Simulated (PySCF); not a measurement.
Job file and geometry (Å, from GFN2-xTB) of an NMR shielding run on SMILES O1[Si@H](NCC)C=CC1, C5H11NOSi, PySCF, GIAO PBE0/pcSseg-1 NMR shielding, non-relativistic, gas phase; density fitting, a coarse starting grid and PySCF grid level 2 are the driver's defaults:

```
$ OMP_NUM_THREADS=1 python probes_run.py task.json out

{"job": {"kind": "nmr", "xc": "PBE0", "basis": "pcSseg-1"}, "charge": 0, "multiplicity": 1}
C      2.689255     0.690395    -0.368077
C      2.245619    -0.724014     0.001561
N      0.960474    -0.765117     0.648343
Si    -0.510626    -0.734148    -0.223257
C     -1.364821     0.847618    -0.800588
C     -2.535430     0.901116    -0.180621
C     -2.819180    -0.234088     0.753986
O     -1.704143    -1.069558     0.849990
H      2.767195     1.308431     0.523745
H      3.657637     0.668855    -0.861407
H      1.960377     1.138706    -1.038010
H      2.173096    -1.329276    -0.903121
H      2.991566    -1.181438     0.660355
H      0.979115    -0.346523     1.566755
H     -0.417839    -1.743843    -1.277697
H     -1.046835     1.602505    -1.499803
H     -3.288947     1.667595    -0.284601
H     -3.073908     0.132788     1.756536
H     -3.672408    -0.820755     0.386329
```

Problem. Write the output of this run.

Solution. 
```
coarse grid: 16024 points
cycle   1  E = -615.9299268688  dE =  1.124e+00  |g| = 7.682e-01  |ddm| = 3.879e+00
cycle   2  E = -615.8149883477  dE =  1.149e-01  |g| = 1.101e+00  |ddm| = 1.631e+00
cycle   3  E = -616.0463332096  dE = -2.313e-01  |g| = 1.228e-01  |ddm| = 1.095e+00
cycle   4  E = -616.0491649239  dE = -2.832e-03  |g| = 4.032e-02  |ddm| = 1.204e-01
cycle   5  E = -616.0495335538  dE = -3.686e-04  |g| = 8.942e-03  |ddm| = 3.843e-02
cycle   6  E = -616.0495469725  dE = -1.342e-05  |g| = 4.348e-03  |ddm| = 1.028e-02
cycle   7  E = -616.0495512755  dE = -4.303e-06  |g| = 5.388e-04  |ddm| = 3.918e-03
final grid: 149264 points
cycle   8  E = -616.1056286919  dE = -3.059e-05  |g| = 1.185e-02  |ddm| = 2.797e-02
cycle   9  E = -616.1056016120  dE =  2.708e-05  |g| = 1.691e-02  |ddm| = 2.044e-02
cycle  10  E = -616.1056574748  dE = -5.586e-05  |g| = 1.558e-03  |ddm| = 1.245e-02
cycle  11  E = -616.1056579794  dE = -5.046e-07  |g| = 1.632e-04  |ddm| = 1.384e-03
cycle  12  E = -616.1056579847  dE = -5.272e-09  |g| = 4.151e-05  |ddm| = 1.790e-04
cycle  13  E = -616.1056579849  dE = -2.465e-10  |g| = 2.233e-05  |ddm| = 5.193e-05
converged SCF energy = -616.1056579849

GIAO shielding tensors (ppm)
atom      isotropic    diamagn.    paramagn.     s11        s22        s33       span
  0 C      160.665     248.628     -87.962    141.403    155.851    184.742     43.339
  1 C      148.106     242.413     -94.306    121.457    154.244    168.618     47.160
  2 N      206.876     326.911    -120.035    187.472    210.215    222.942     35.470
  3 Si     352.381     882.060    -529.678    304.669    348.228    404.247     99.578
  4 C       51.791     262.898    -211.107    -60.052     44.043    171.382    231.434
  5 C       27.321     258.449    -231.127    -97.827     35.848    143.943    241.770
  6 C      112.002     242.163    -130.160     87.681    100.086    148.240     60.559
  7 O      295.953     400.056    -104.103    234.711    312.033    341.116    106.405
  8 H       30.570      30.396       0.174     27.711     28.603     35.396      7.685
  9 H       30.515      27.974       2.541     26.392     27.315     37.838     11.446
 10 H       30.681      31.768      -1.088     26.658     30.354     35.030      8.373
 11 H       28.775      30.036      -1.261     24.027     28.862     33.435      9.408
 12 H       28.640      28.171       0.469     22.376     28.112     35.434     13.058
 13 H       30.724      35.715      -4.991     22.991     30.738     38.443     15.452
 14 H       26.344      30.880      -4.536     23.139     24.652     31.240      8.101
 15 H       25.503      33.238      -7.735     23.266     25.568     27.674      4.408
 16 H       24.493      30.712      -6.219     22.767     24.226     26.484      3.717
 17 H       26.982      28.250      -1.268     22.470     25.519     32.957     10.487
 18 H       26.997      26.830       0.166     22.466     25.484     33.041     10.576
```

Problem. Turn these shieldings into chemical shifts. Scale: ¹³C (186.93 ppm), ²⁹Si (349.16 ppm), ¹H (31.72 ppm) against TMS; NH3 for ¹⁵N (267.73 ppm); H2O for ¹⁷O (336.08 ppm) (reference shieldings calculated alike).

Solution. Averaging equivalent atoms: C 5: 159.6; C 4: 135.1; C 6: 74.9; C 1: 38.8; C 0: 26.3; N 2: 60.9; Si 3: -3.2; O 7: 40.1; H 16: 7.22; H 15: 6.21; H 14: 5.37; H 17: 4.74; H 18: 4.72; H 12: 3.08; H 11: 2.94; H 8/9/10: 1.13; H 13: 0.99 ppm. Experimental scales use liquid or dissolved standards, which lie at an offset from isolated NH3 (liquid NH3: subtract about 20 ppm) and H2O (liquid H2O: subtract about 36 ppm).

Size and cost of the density-fitted run: 198 basis functions, 73 s wall time on 1 thread of an Arm Neoverse N1, shared host; peak memory 0.87 GiB.
